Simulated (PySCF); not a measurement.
# Substituent chemical shifts

Parent skeleton `[PH2:1][SiH2:2][PH2:3]`; one hydrogen on atom 2 is replaced by X. Hydrogens on one atom are averaged.

PySCF 2.14.0 with density-fitted response routines calculation with PBE0/pcSseg-1 with gauge-including orbitals and geometry from PBE0-D3(BJ)/def2-SVP; relativity neglected, one averaged value for each set of equivalent atoms, in vacuum, one conformer.

Referencing at the same level of theory: ³¹P (310.13 ppm) vs H3PO4; TMS for ²⁹Si (351.99 ppm), ¹H (31.27 ppm).

Parent (X = H): P1/P3 -285.9, Si2 -47.4, H(P1)/H(P3) 1.73, H(Si2) 4.70 ppm. Effects are Δδ = δ(X) − δ(H), positive for deshielding.

Four derivatives gave (Δδ, ppm):
```json
{"compound": "1", "P1/P3": "+13.7", "Si2": "+17.0", "H(P1)/H(P3)": "+0.17", "H(Si2)": "+0.58"}
{"compound": "2", "P1/P3": "+18.6", "Si2": "+39.3", "H(P1)/H(P3)": "+0.02", "H(Si2)": "+1.71"}
{"compound": "3", "P1/P3": "+67.7", "Si2": "+78.6", "H(P1)/H(P3)": "+0.28", "H(Si2)": "+1.07"}
{"compound": "4", "P1/P3": "+13.7", "Si2": "+22.5", "H(P1)/H(P3)": "+0.06", "H(Si2)": "+0.86"}
```

**Question.** Their substituents are CF=CF2, CONMe2, Cl, N-pyrrolidinyl. Which is which?

**Answer.** 1: X = CF=CF2 (FC(F)=C(F)[SiH](P)P); 2: X = N-pyrrolidinyl (P[SiH](P)N1CCCC1); 3: X = Cl (P[SiH](P)Cl); 4: X = CONMe2 (CN(C)C(=O)[SiH](P)P).

Experimental scales use liquid or dissolved standards, which lie at an offset from isolated H3PO4.
